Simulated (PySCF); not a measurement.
A GIAO shielding run with PySCF 2.14 (density fitting, non-relativistic, gas phase) on SMILES C(C(F)F)C(F)(F)F, C₃H₃F₅:

```
$ OMP_NUM_THREADS=1 python probes_run.py task.json out

{"job": {"kind": "nmr", "xc": "PBE0", "basis": "6-31G", "pop": true}, "charge": 0, "multiplicity": 1}
F      1.349268     1.084747     1.671595
C      1.013196     0.123640     0.785312
F      2.030511    -0.012022    -0.088113
C     -0.247118     0.544180     0.064270
C     -0.844553    -0.536398    -0.800927
F     -1.974461    -0.113735    -1.370502
F     -1.138767    -1.622441    -0.073126
F     -0.016853    -0.919605    -1.770989
H      0.892806    -0.829279     1.329376
H     -0.024076     1.419919    -0.561944
H     -1.001201     0.833913     0.809141
```

Hardware: 1 thread of an Arm Neoverse N1, shared host. The job also computes population analyses, field gradients.

Question: How large is the calculation?

Answer: 66 electrons, 78 basis functions and 704 auxiliary functions.

Question: How long does it take, and how much memory does it need?

Answer: 10 s of wall time, with 12 SCF cycles and 4 response iterations; peak memory 0.5 GiB. Times on a shared host scatter by some tens of per cent.

Question: And these other runs on the same molecule and hardware: GIAO shielding at B97-2/pcSseg-1; GIAO shielding at BHandHLYP/pcSseg-1; GIAO shielding at BP86/pcSseg-1; GIAO shielding at KT2/pcSseg-1; GIAO shielding at LC-wPBE/pcSseg-1; GIAO shielding at OPBE/pcSseg-1?

Answer: B97-2/pcSseg-1: 151 functions, 20 s; BHandHLYP/pcSseg-1: 151 functions, 20 s; BP86/pcSseg-1: 151 functions, 27 s; KT2/pcSseg-1: 151 functions, 29 s; LC-wPBE/pcSseg-1: 151 functions, 34 s; OPBE/pcSseg-1: 151 functions, 28 s.
